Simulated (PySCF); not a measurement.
## How well do the runs reproduce experiment for pentafluoroethane?

**The experiment to reproduce.**

NIST CCCBDB Release 22 (SRD 101), experimental dipoles lists, for the gas: dipole moment (dielectric constant against temperature) 1.563 ± 0.005 D.

NIST CCCBDB Release 22 (SRD 101), experimental polarizabilities lists, for the gas: mean polarisability 4.623 Å³.

The runs below try to reproduce these values; the comparison stands at the end.

Compound: pentafluoroethane, C2HF5.
SMILES with atom numbers: `[F:1][CH:2]([F:3])[C:4]([F:5])([F:6])[F:7]` (hydrogens: H8 on C2)

Structure used (PBE0-D3(BJ)/def2-SVP), in Å, numbered top down from 1:
```xyz
8
C2HF5 angstrom
F     -0.0908   -1.7317    0.1832
C      0.3497   -0.5948   -0.3695
F      1.6687   -0.4864   -0.1712
C     -0.3513    0.5868    0.3034
F     -0.0934    0.6249    1.6014
F      0.0606    1.7238   -0.2489
F     -1.6639    0.4812    0.1279
H      0.1345   -0.5971   -1.4524
```

The PySCF runs (gas phase, on this PBE0-D3(BJ)/def2-SVP geometry; no spin–orbit coupling):

| level | job | basis functions |
| --- | --- | --- |
| PBE0-D3(BJ)/def2-SVP, grid level 1 | geometry optimisation from a GFN2-xTB start | 103 |
| BHandHLYP/pcSseg-2 | shieldings | 266 |
| HF/pcSseg-2 | shieldings | 266 |
| PBE0/aug-cc-pVDZ | 10 singlets by full TDDFT, 4 Tamm–Dancoff triplets, polarisability | 170 |
| PBE0/def2-TZVP | 10 singlets by full TDDFT, 4 Tamm–Dancoff triplets, polarisability | 223 |
| CAM-B3LYP/pcSseg-2 | shieldings | 266 |
| PBE0/6-31G* | 10 singlets by full TDDFT, 4 Tamm–Dancoff triplets, polarisability | 100 |
| PBE0/STO-3G | shieldings, charges and field gradients | 36 |
| PBE/def2-SVPD | 10 singlets by full TDDFT, 4 Tamm–Dancoff triplets, polarisability, ΔSCF ions | 163 |
| LC-wPBE/def2-SVPD | 10 singlets by full TDDFT, 4 Tamm–Dancoff triplets, polarisability, ΔSCF ions | 163 |
| wB97X-D/def2-SVPD | 10 singlets by full TDDFT, 4 Tamm–Dancoff triplets, polarisability, ΔSCF ions | 163 |
| PBE0/def2-TZVPD | 10 singlets by full TDDFT, 4 Tamm–Dancoff triplets, polarisability | 283 |
| B3LYP/def2-SVPD | 10 singlets by full TDDFT, 4 Tamm–Dancoff triplets, polarisability, ΔSCF ions | 163 |
| HF/def2-SVPD | 10 singlets by TDHF, 4 Tamm–Dancoff triplets, polarisability, ΔSCF ions | 163 |
| LDA/def2-SVPD | 10 singlets by full TDDFT, 4 Tamm–Dancoff triplets, polarisability, ΔSCF ions | 163 |
| PBE0/def2-SVPD | 10 singlets by full TDDFT, 4 Tamm–Dancoff triplets, polarisability, ΔSCF ions | 163 |
| BHandHLYP/def2-SVPD | 10 singlets by full TDDFT, 4 Tamm–Dancoff triplets, polarisability, ΔSCF ions | 163 |
| PBE0/def2-SVP | 10 singlets by full TDDFT, 4 Tamm–Dancoff triplets, polarisability | 103 |
| PBE0/6-31+G* | 10 singlets by full TDDFT, 4 Tamm–Dancoff triplets, polarisability | 128 |

All basis functions are spherical.

## Comparison

**Dipole moment.** Measured: 1.563 D (NIST CCCBDB Release 22 (SRD 101), experimental dipoles).

```tsv
level	computed (D)	computed − measured (D)	% (from the printed values)
PBE0-D3(BJ)/def2-SVP	1.445	-0.118	-8
BHandHLYP/pcSseg-2	1.653	+0.090	+6
HF/pcSseg-2	1.760	+0.197	+13
PBE0/aug-cc-pVDZ	1.499	-0.064	-4
PBE0/def2-TZVP	1.473	-0.090	-6
CAM-B3LYP/pcSseg-2	1.587	+0.024	+2
PBE0/6-31G*	1.316	-0.247	-16
PBE0/STO-3G	0.727	-0.836	-53
PBE/def2-SVPD	1.418	-0.145	-9
LC-wPBE/def2-SVPD	1.571	+0.008	+1
wB97X-D/def2-SVPD	1.556	-0.007	0
PBE0/def2-TZVPD	1.487	-0.076	-5
```

12 of the 35 levels run are shown, the closest and the furthest among them. The computed dipoles belong to one fixed geometry; measured ones are averaged over vibrations unless marked μe. Magnitudes are compared, not signs.

**Mean polarisability.** Measured: 4.623 Å³ (NIST CCCBDB Release 22 (SRD 101), experimental polarizabilities).

```json
{"level": "B3LYP/def2-SVPD", "computed (Å³)": "4.616", "computed − measured (Å³)": "-0.007", "% (from the printed values)": "0"}
{"level": "HF/def2-SVPD", "computed (Å³)": "4.049", "computed − measured (Å³)": "-0.574", "% (from the printed values)": "-12"}
{"level": "LDA/def2-SVPD", "computed (Å³)": "4.856", "computed − measured (Å³)": "+0.233", "% (from the printed values)": "+5"}
{"level": "PBE/def2-SVPD", "computed (Å³)": "4.858", "computed − measured (Å³)": "+0.235", "% (from the printed values)": "+5"}
{"level": "PBE0/def2-SVPD", "computed (Å³)": "4.558", "computed − measured (Å³)": "-0.065", "% (from the printed values)": "-1"}
{"level": "BHandHLYP/def2-SVPD", "computed (Å³)": "4.344", "computed − measured (Å³)": "-0.279", "% (from the printed values)": "-6"}
{"level": "LC-wPBE/def2-SVPD", "computed (Å³)": "4.549", "computed − measured (Å³)": "-0.074", "% (from the printed values)": "-2"}
{"level": "PBE0/def2-SVP", "computed (Å³)": "3.283", "computed − measured (Å³)": "-1.340", "% (from the printed values)": "-29"}
{"level": "PBE0/6-31+G*", "computed (Å³)": "4.255", "computed − measured (Å³)": "-0.368", "% (from the printed values)": "-8"}
{"level": "PBE0/aug-cc-pVDZ", "computed (Å³)": "4.570", "computed − measured (Å³)": "-0.053", "% (from the printed values)": "-1"}
{"level": "PBE0/def2-TZVP", "computed (Å³)": "4.131", "computed − measured (Å³)": "-0.492", "% (from the printed values)": "-11"}
{"level": "PBE0/def2-TZVPD", "computed (Å³)": "4.647", "computed − measured (Å³)": "+0.024", "% (from the printed values)": "+1"}
```

12 of the 15 levels run are shown, the closest and the furthest among them. Closest is B3LYP/def2-SVPD (-0.007 Å³), furthest PBE0/def2-SVP (-1.340 Å³); one molecule doesn't rank methods. The computed values are static and purely electronic, with core orbitals frozen in the response (1 au = 0.148185 Å³). The table of measured values doesn't say here whether a value is static or optical, or holds a vibrational part.

The geometry is computed, not the measured one. Where a level misses, the cause wasn't examined.
